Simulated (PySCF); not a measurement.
C5H7F, SMILES CC1=C(F)CC1.

Geometry optimised at PBE0-D3(BJ)/def2-SVP. The structure was generated by enumeration, and PubChem lists no compound with its InChIKey, so it may never have been made.

Level of theory: PySCF with PBE/def2-TZVP.

Symmetry labels are those of the subgroup Cs that the program uses (full group Cs).

Problem. List the valence orbital energies around the gap with their symmetry. (Estimate from the structure and the level; the computed values follow.)

Solution. 
| orbital | symmetry | energy (eV) |
|---|---|---|
| HOMO−7 | A" | -10.56 |
| HOMO−6 | A' | -10.05 |
| HOMO−5 | A" | -9.99 |
| HOMO−4 | A" | -8.69 |
| HOMO−3 | A' | -8.54 |
| HOMO−2 | A' | -8.12 |
| HOMO−1 | A' | -7.92 |
| HOMO | A" | -5.50 |
| LUMO | A" | -0.09 |
| LUMO+1 | A' | 0.56 |
| LUMO+2 | A' | 1.00 |
| LUMO+3 | A' | 1.44 |
